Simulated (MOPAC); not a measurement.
MOPAC input (PM7):

```
PM7 1SCF UHF MS=0.5 GEO-OK AUX(PRECISION=9) THREADS=1
H3Cl2OSi2

Si    2.48089600 1    0.14726800 1   -0.25966700 1
O     0.92661100 1    0.28193400 1   -0.81462600 1
Si   -0.64608700 1    0.13746100 1   -0.48193900 1
Cl   -1.05412000 1   -1.77378200 1    0.13483100 1
Cl   -1.16250600 1    1.43415200 1    1.01875400 1
H     2.64787000 1   -1.17176600 1    0.40744900 1
H     3.36965300 1    0.26290600 1   -1.44393900 1
H    -1.43508400 1    0.44090400 1   -1.67496700 1
```

From the output:

```
                                                       MOPAC v23.2.5 Linux

          FINAL HEAT OF FORMATION =       -152.20248 KCAL/MOL =    -636.81519 KJ/MOL

          COSMO AREA              =        158.47 SQUARE ANGSTROMS
          COSMO VOLUME            =        159.50 CUBIC ANGSTROMS

          IONIZATION POTENTIAL    =          9.804142 EV
          ALPHA SOMO LUMO (EV)    =         -9.804 -0.979
          BETA  SOMO LUMO (EV)    =        -11.486 -1.224
          NO. OF ALPHA ELECTRONS  =         16
          NO. OF BETA  ELECTRONS  =         15
          MOLECULAR WEIGHT        =        146.1001         POINT GROUP:  C1

          MOLECULAR DIMENSIONS (Angstroms)

            Atom       Atom       Distance
            H     7   Cl     5     5.28934
            H     8    H     6     3.90879
           Cl     4   Cl     5     3.09895

          SCF CALCULATIONS        =          1

   ATOM   CHEMICAL          X               Y               Z
  NUMBER   SYMBOL      (ANGSTROMS)     (ANGSTROMS)     (ANGSTROMS)

     1      Si          2.48089600  *   0.14726800  *  -0.25966700  *
     2       O          0.92661100  *   0.28193400  *  -0.81462600  *
     3      Si         -0.64608700  *   0.13746100  *  -0.48193900  *
     4      Cl         -1.05412000  *  -1.77378200  *   0.13483100  *
     5      Cl         -1.16250600  *   1.43415200  *   1.01875400  *
     6       H          2.64787000  *  -1.17176600  *   0.40744900  *
     7       H          3.36965300  *   0.26290600  *  -1.44393900  *
     8       H         -1.43508400  *   0.44090400  *  -1.67496700  *

                             CARTESIAN COORDINATES

   1   Si        2.480896000     0.147268000    -0.259667000
   2    O        0.926611000     0.281934000    -0.814626000
   3   Si       -0.646087000     0.137461000    -0.481939000
   4   Cl       -1.054120000    -1.773782000     0.134831000
   5   Cl       -1.162506000     1.434152000     1.018754000
   6    H        2.647870000    -1.171766000     0.407449000
   7    H        3.369653000     0.262906000    -1.443939000
   8    H       -1.435084000     0.440904000    -1.674967000

           Empirical Formula: H3 O Si2 Cl2  =     8 atoms

      MOLECULAR POINT GROUP   :   C1

          ALPHA EIGENVALUES
 -30.64570 -26.33348 -25.47619 -18.38956 -16.82538 -15.84796 -15.56034 -15.26862
 -13.65175 -13.29028 -12.41805 -11.85162 -11.78066 -11.70744 -11.49180  -9.80414
  -0.97892  -0.82680   0.23605   1.57039   2.39354   4.70312   6.26480  20.79653
  21.09373  21.58151  21.69768  21.77289  21.91042  22.73733  22.91557  23.54757
  23.74404  69.10554  69.26650  69.55849  69.93006  69.95470  69.99246  70.26286
  70.34289  70.62931  70.70497

           BETA EIGENVALUES
 -30.49639 -26.31983 -25.46601 -18.37343 -16.78956 -15.80966 -15.46322 -15.08468
 -13.63318 -13.11777 -12.39645 -11.82784 -11.76700 -11.70514 -11.48636  -1.22411
  -0.82173  -0.60757   0.28475   1.64406   2.47700   4.71455   6.38243  20.96127
  21.28146  21.77826  21.85494  21.93377  22.08455  22.88151  23.01134  23.68643
  23.83836  69.10741  69.26787  69.55985  69.93069  69.95538  69.99371  70.26478
  70.34459  70.62968  70.70558

              NET ATOMIC CHARGES AND DIPOLE CONTRIBUTIONS

  ATOM NO.   TYPE          CHARGE      No. of ELECS.   s-Pop       p-Pop       d-Pop
    1         Si           0.264324        3.7357     0.94652     2.62305     0.16610
    2          O          -0.669130        6.6691     1.64222     5.02691
    3         Si           0.485948        3.5141     0.85693     2.38410     0.27302
    4         Cl          -0.170953        7.1710     1.98097     5.18692     0.00307
    5         Cl          -0.172619        7.1726     1.98096     5.18865     0.00301
    6          H           0.064484        0.9355     0.93552
    7          H           0.072093        0.9279     0.92791
    8          H           0.125854        0.8741     0.87415
 DIPOLE           X         Y         Z       TOTAL
 POINT-CHG.     1.612    -0.136    -1.178     2.002
 HYBRID        -0.018     0.615     0.595     0.855
 SUM            1.595     0.478    -0.583     1.764

          ATOMIC ORBITAL ELECTRON POPULATIONS

     Atom    s        px        py        pz      x^2-y^2     xz        z^2       yz        xy
    1 Si   0.94652   0.56998   1.02570   1.02737   0.04671   0.05800   0.01630   0.01523   0.02986
    2  O   1.64222   1.43182   1.81711   1.77798
    3 Si   0.85693   0.67269   0.77015   0.94126   0.06431   0.07130   0.04317   0.03416   0.06008
    4 Cl   1.98097   1.91978   1.37940   1.88774   0.00092   0.00021   0.00039   0.00072   0.00083
    5 Cl   1.98096   1.90660   1.68450   1.59754   0.00047   0.00068   0.00045   0.00100   0.00042
    6  H   0.93552
    7  H   0.92791
    8  H   0.87415

                    (SZ)    =    0.500000
                    (S**2)  =    0.750493

          ATOMIC ORBITAL SPIN POPULATIONS

    Atom   Total    s     px     py     pz   x^2-y^2  xz     z^2    yz     xy
         Atomic
    1 Si  0.9693  0.108  0.019  0.487  0.356 -0.000 -0.000 -0.000 -0.001  0.001
    2  O  0.0416  0.003  0.003  0.022  0.014
    3 Si -0.0009 -0.001 -0.002  0.002 -0.000 -0.000 -0.000  0.000  0.000  0.000
    4 Cl  0.0022 -0.000  0.000  0.002  0.001  0.000  0.000  0.000 -0.000  0.000
    5 Cl  0.0021 -0.000  0.000  0.000  0.002  0.000 -0.000  0.000 -0.000  0.000
    6  H -0.0072 -0.007
    7  H -0.0070 -0.007
    8  H -0.0001 -0.000

 **********************
 *                    *
 * JOB ENDED NORMALLY *
 *                    *
 **********************

 == MOPAC DONE ==
```

The geometry given is a B3LYP-D3(BJ)/def2-TZVP minimum.
